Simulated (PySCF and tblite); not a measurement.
The numbers below are computed, except where a source is named.
## Conformers and averaged properties: C₄H₁₃FS₃Si₃, numbered as in [CH3:1][Si:2]1([CH3:3])[S:4][SiH:5]([F:6])[S:7][Si:8]([CH3:9])([CH3:10])[S:11]1

The ensemble was built from 60 distance-geometry starts (ETKDG, MMFF94s, GFN2-xTB) and rests on GFN2-xTB geometries. Energies: revPBE-D3(BJ)/pcSseg-1 (IEF-PCM, acetone), grid level 3, with GFN2-xTB thermal terms (modes under about 100 cm⁻¹ blended into free rotors). Symmetry numbers and mirror images are counted. Conformers within 3 kcal/mol (GFN2-xTB free energy) were kept, 4 at most. GIAO shieldings: revPBE/pcSseg-1 (IEF-PCM, acetone), grid level 3. (PySCF 2.14, tblite 0.8.)

The 6-ring runs over atoms 2–4–5–7–8–11. Of a mirror pair one member is shown.

| conformer | shape | symmetry | E(GFN2) kcal/mol | E(DFT) kcal/mol | G(298.15 K) kcal/mol | weight % | dipole D |
| --- | --- | --- | --- | --- | --- | --- | --- |
| 1 | 6-ring twist-boat (ring torsions -29, -37, 74, -35, -36, 71°) | C1 (pair) | 0.00 | 0.00 | 0.00 | 62.8 | 2.21 |
| 2 | 6-ring between boat and twist-boat (ring torsions 68, -18, -49, 65, -12, -49°) | C1 (pair) | 0.87 | 0.84 | 0.45 | 29.2 | 3.32 |
| 3 | 6-ring chair (C3, F6, C9 axial) | Cs | 0.80 | 1.09 | 1.60 | 4.2 | 2.95 |
| 4 | 6-ring twist-boat (ring torsions -72, 29, 42, -71, 24, 40°) | C1 (pair) | 0.98 | 1.86 | 1.67 | 3.7 | 4.46 |

Weights (%) against temperature:

| T (K) | 1 | 2 | 3 | 4 | S(mix) cal/mol/K |
| --- | --- | --- | --- | --- | --- |
| 200 | 79.0 | 17.8 | 2.1 | 1.1 | 2.59 |
| 250 | 70.0 | 24.4 | 3.3 | 2.3 | 2.91 |
| 298.15 | 62.8 | 29.2 | 4.2 | 3.7 | 3.12 |
| 350 | 56.8 | 33.0 | 5.0 | 5.3 | 3.28 |
| 400 | 52.1 | 35.6 | 5.5 | 6.7 | 3.38 |

Coordinates of conformer 1 (Å):

```xyz
24

C    -2.498    0.592   -1.049
Si   -1.632   -0.732    0.002
C    -2.616   -2.326    0.249
S    -1.321    0.059    2.024
Si   -0.397    1.950    1.727
F     0.563    2.130    3.000
S     0.784    2.133   -0.039
Si    1.726    0.170   -0.232
C     2.445   -0.379    1.437
C     2.982    0.351   -1.630
S     0.256   -1.291   -0.905
H    -2.743    0.198   -2.030
H    -3.420    0.925   -0.580
H    -1.862    1.463   -1.193
H    -3.612   -2.110    0.620
H    -2.708   -2.861   -0.690
H    -2.128   -2.982    0.963
H    -1.322    3.053    1.724
H     2.973   -1.323    1.335
H     3.142    0.360    1.823
H     1.663   -0.516    2.181
H     2.530    0.799   -2.510
H     3.812    0.979   -1.324
H     3.373   -0.620   -1.911
```

For its torsions the set is small; conformers may be missing.


Conformer gaps in pcSseg-1 on xTB geometries can be 2 kcal/mol off for S=O, P=O and other polar bonds.